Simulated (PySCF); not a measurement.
1-bromo-2-chlorocyclobutene (C₄H₄BrCl), SMILES C1(=C(CC1)Br)Cl.

Geometry: B3LYP-D3(BJ)/def2-SVP.

Vertical ionisation energy (IE) and electron affinity (EA) in eV. Rows of orbital energies are one-electron estimates. Where ΔSCF, EOM or ADC give a negative EA the extra electron is unbound and the value depends on the basis.

```json
[
 {"level": "−ε(HOMO), −ε(LUMO), B3LYP/def2-TZVP (PySCF)", "IE": "6.71", "EA": "0.41"},
 {"level": "−ε(HOMO), −ε(LUMO), PBE/def2-TZVP (PySCF)", "IE": "?", "EA": "?"}
]
```

Fill in the missing entries. (Estimate from the structure and the level; the computed values follow.)


- −ε(HOMO), −ε(LUMO), PBE/def2-TZVP (PySCF), IE: 5.81
- −ε(HOMO), −ε(LUMO), PBE/def2-TZVP (PySCF), EA: 1.15
